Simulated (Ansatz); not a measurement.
Calculated with Ansatz (gas phase, PBE0-D4/def2-TZVP geometries, no zero-point term in ΔE). CBS: MP2 limit from def2 TZ/QZ plus the TZ coupled-cluster correction, frozen cores. This one scheme is used for every species. DFT in def2-TZVPP. B3LYP here is the variant with VWN-RPA as its local correlation; programs differ in this. For Ge outer-core shells are correlated without core-valence functions, which leaves a few kJ/mol of doubt a bond. Scalar relativity is left out up to krypton. Each species was taken in one conformer, which may not be the lowest.

`[OH][GeH2][NH][SiH](O)F` + H₂O → `O[SiH](O)F` + `[NH2][GeH2][OH]`  (formal hydrolysis of the Si–N bond)

`[OH][GeH2][NH][SiH](O)F`:

Cartesian coordinates in Å:
```
O -0.884 1.636 0.536
Ge -1.436 0.208 -0.409
N -0.210 -1.072 -0.005
Si 1.482 -0.825 0.109
O 1.776 0.768 0.042
F 1.957 -1.498 1.477
H -1.214 2.470 0.194
H -2.822 -0.256 0.064
H -1.416 0.622 -1.890
H -0.591 -1.905 0.419
H 2.286 -1.476 -0.940
H 1.072 1.329 0.403
```

H₂O:

Z-matrix (Å, degrees):
```
O
H 1 0.960
H 1 0.960 2 105.1
```

`O[SiH](O)F`:

Z-matrix (Å, degrees):
```
Si
O 1 1.619
F 1 1.595 2 111.7
O 1 1.630 2 108.7 3 118.8
H 1 1.469 2 107.5 3 -117.0
H 2 0.959 1 118.7 3 -79.5
H 4 0.958 1 118.6 2 -158.0
```

`[NH2][GeH2][OH]`:

```xyz
8

N     0.391   -1.174    0.653
Ge   -0.076    0.190   -0.455
O     0.303    1.668    0.462
H    -0.243   -1.390    1.407
H     0.697   -2.022    0.201
H    -1.578    0.272   -0.820
H     0.809    0.071   -1.708
H    -0.303    2.384    0.260
```

| level | ΔE (kJ/mol) | difference from CCSD(T)/CBS |
| --- | --- | --- |
| PBE-D4 | -15.2 | 0.8 |
| r2SCAN-D4 | -21.0 | -5.0 |
| PBE0-D4 | -15.9 | 0.1 |
| B3LYP-D4 | -17.8 | -1.8 |
| ωB97X-V | -19.7 | -3.7 |
| ωB97M-V | -18.3 | -2.3 |
| B2PLYP | -25.2 | -9.2 |
| PBE | -23.0 | -7.0 |
| r2SCAN | -23.2 | -7.2 |
| PBE0 | -22.8 | -6.8 |
| B3LYP | -30.2 | -14.2 |
| HF/def2-TZVPP | -38.4 | -22.4 |
| MP2/def2-TZVPP | -16.2 | -0.2 |
| MP2/def2-QZVPP | -16.0 | 0.0 |
| SCS-MP2/def2-QZVPP | -20.7 | -4.7 |
| CCSD/CBS(def2) | -19.3 | -3.3 |
| CCSD(T)/CBS | -16.0 | 0 |

Largest T1 diagnostic among the species: 0.012.

The D4 term adds +12.5 kJ/mol with B3LYP and +7.0 kJ/mol with PBE0; it sums over pairs of atoms, weighted by their polarisabilities, and B3LYP, whose exchange is more repulsive, gets the larger term. In def2-TZVPP, CCSD(T) changes the Hartree–Fock value by +21.7 kJ/mol (the triples alone add +3.4 kJ/mol) and MP2 by +22.2 kJ/mol.
